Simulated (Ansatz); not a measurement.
`C[SiH](Cl)CCl` and `C[SiH](Cl)Br` differ in one atom or group.

Ansatz, PBE0-D4/def2-TZVP geometries, multiplicity 1. Each molecule was computed in one conformer, which needn't be the lowest.

Scalar relativity is left out up to krypton.

```csv
property,`C[SiH](Cl)CCl`
HOMO energy (B3LYP/def2-TZVPP) / eV,-7.94
HOMO–LUMO gap (B3LYP/def2-TZVPP) / eV,7.86
LUMO energy (B3LYP/def2-TZVPP) / eV,-0.09
HOMO energy (PBE0/def2-TZVPP) / eV,-8.18
HOMO–LUMO gap (PBE0/def2-TZVPP) / eV,8.33
HOMO–LUMO gap (ωB97M-V/def2-TZVPP) / eV,12.56
```

What does the change do to each property? (Best estimate.)

The calculation gave: 
| property | `C[SiH](Cl)Br` | shift |
| --- | --- | --- |
| HOMO energy (B3LYP/def2-TZVPP) / eV | -8.24 | -0.30 |
| HOMO–LUMO gap (B3LYP/def2-TZVPP) / eV | 8.12 | 0.26 |
| LUMO energy (B3LYP/def2-TZVPP) / eV | -0.12 | -0.03 |
| HOMO energy (PBE0/def2-TZVPP) / eV | -8.49 | -0.31 |
| HOMO–LUMO gap (PBE0/def2-TZVPP) / eV | 8.60 | 0.27 |
| HOMO–LUMO gap (ωB97M-V/def2-TZVPP) / eV | 12.74 | 0.18 |

B3LYP here is the variant with VWN-RPA as its local correlation; programs differ in this.

Spin–orbit coupling is left out; it splits and shifts lone-pair levels of the heavy atoms by tenths of an eV.
